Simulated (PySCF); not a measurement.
Phenylvinylnitrile, C₉H₇N.
Numbering: `[N:1]#[C:2]/[CH:3]=[CH:4]/[c:5]1[cH:6][cH:7][cH:8][cH:9][cH:10]1`

Geometry (PBE0-D3(BJ)/def2-SVP, Å), atoms numbered from 1 in this order:
```xyz
17
C9H7N angstrom
N      5.0542    0.3798    0.0718
C      3.9297    0.1226    0.2030
C      2.5576   -0.2087    0.3762
C      1.5674    0.4683   -0.2410
C      0.1351    0.2120   -0.1345
C     -0.4015   -0.8175    0.6584
C     -1.7739   -1.0176    0.7235
C     -2.6409   -0.1960   -0.0009
C     -2.1249    0.8287   -0.7911
C     -0.7494    1.0295   -0.8565
H      2.3509   -1.0508    1.0432
H      1.8511    1.3001   -0.8939
H      0.2607   -1.4702    1.2312
H     -2.1749   -1.8223    1.3441
H     -3.7201   -0.3573    0.0531
H     -2.7968    1.4755   -1.3599
H     -0.3452    1.8340   -1.4766
```

Probes without a nucleus sit at each ring's centroid and 1 Å off its mean plane on both sides; NICS is minus the shielding there, NICSzz its component along the normal. Level: GIAO PBE0/pcSseg-1 (PySCF, non-relativistic, gas phase) on the PBE0-D3(BJ)/def2-SVP geometry, one conformer.

Ring bond lengths (Å), with Mayer bond orders in brackets: C5–C6 1.406 (1.37), C6–C7 1.388 (1.48), C7–C8 1.397 (1.41), C8–C9 1.393 (1.43), C9–C10 1.392 (1.44), C10–C5 1.404 (1.36).

Question: What do the NICS probes read (ppm)?

Answer: 
| ring | type | NICS(0) | NICS(1), two faces | NICS(1)zz, two faces | rms pucker (Å) | centre to ring atoms, mean (Å) |
| --- | --- | --- | --- | --- | --- | --- |
| C5–C6–C7–C8–C9–C10 | 6-membered carbocycle; formal bonds all aromatic | -7.7 | -10.7 / -10.7 | -26.5 / -26.5 | 0.00 | 1.40 |

Question: What do they say, and how far can they be read as aromaticity?

Answer: 
- C5–C6–C7–C8–C9–C10: mean NICS(1)zz -26.5 ppm, shielded. For a flat ring without four-coordinate atoms the NICS criterion counts such a value as aromatic.

Question: And the bond-length index? HOMA = 1 − mean of α(R − Ropt)² over the ring bonds, with Krygowski's 1993 parameters (CC: Ropt 1.388 Å, α 257.7 Å⁻²).

Answer: 
- C5–C6–C7–C8–C9–C10: HOMA 0.97 = 1 − EN − GEO, with mean bond length 1.397 Å, EN = α(Ropt − mean)² = 0.020 and GEO = α × variance = 0.011. The geometric and the magnetic index point the same way.

Question: What field does 7.05 T along the ring normal induce along that normal at the second NICS(1) probe listed for ring C5–C6–C7–C8–C9–C10, 1 Å off the ring?

Answer: NICSzz × B0 = -26.5 ppm × 7.05 T = -187 μT, against the applied field.

Question: Give the inner angles of the rings and the Hirshfeld charges of the ring atoms.

Answer: 
- C5–C6–C7–C8–C9–C10: C5 118.4° (-0.003 e), C6 120.6° (-0.039 e), C7 120.3° (-0.042 e), C8 119.8° (-0.037 e), C9 119.9° (-0.043 e), C10 121.0° (-0.038 e); sum 720.0° against 720° for a flat convex ring.

Question: How do the values depend on the level or the medium?

Answer: 
```csv
level,"NICS(0), C5–C6–C7–C8–C9–C10","mean NICS(1)zz, C5–C6–C7–C8–C9–C10"
"PBE0/pcSseg-1, gas",-7.7,-26.5
"mPW1PW91/pcSseg-1, gas",-7.8,-26.5
```

The geometry is the same throughout.

The run took 30 s on one thread of an x86-64 server, shared host. This is the whole shielding run at PBE0/pcSseg-1, SCF included.
